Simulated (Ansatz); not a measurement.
Reaction (redistribution): `F[CH2][AlH2]` + `FC[SiH2]O[SiH3]` → `F[CH2][AlH][O][SiH3]` + `FC[SiH3]`

Program: Ansatz. Geometries: PBE0-D4/def2-TZVP. ΔE: electronic, gas phase. CCSD(T)/CBS adds triple-zeta CCSD(T) − MP2 to the extrapolated MP2 energy (def2 sets, frozen cores). One conformer a species, not always the lowest.

```json
{"species": "`F[CH2][AlH2]`", "SCS-MP2/def2-TZVPP energy (Eh)": "-382.09419"}
{"species": "`FC[SiH2]O[SiH3]`", "SCS-MP2/def2-TZVPP energy (Eh)": "-795.22020"}
{"species": "`F[CH2][AlH][O][SiH3]`", "SCS-MP2/def2-TZVPP energy (Eh)": "-747.57460"}
{"species": "`FC[SiH3]`", "SCS-MP2/def2-TZVPP energy (Eh)": "-429.76186"}
```

Task: Work out ΔE.

Result: ΔE = (-747.57460) + (-429.76186) − (-382.09419) − (-795.22020) = -0.02207 Eh = -57.9 kJ/mol. CCSD(T)/CBS gives -56.9 kJ/mol.

Largest T1 diagnostic among the species: 0.012.

In def2-TZVPP, CCSD(T) changes the Hartree–Fock value by −7.1 kJ/mol (the triples alone add −0.8 kJ/mol) and MP2 by −7.8 kJ/mol. The D4 term adds +3.2 kJ/mol with B3LYP and +1.8 kJ/mol with PBE0; it sums over pairs of atoms, weighted by their polarisabilities, and B3LYP, whose exchange is more repulsive, gets the larger term.

B3LYP here is the variant with VWN-RPA as its local correlation; programs differ in this.
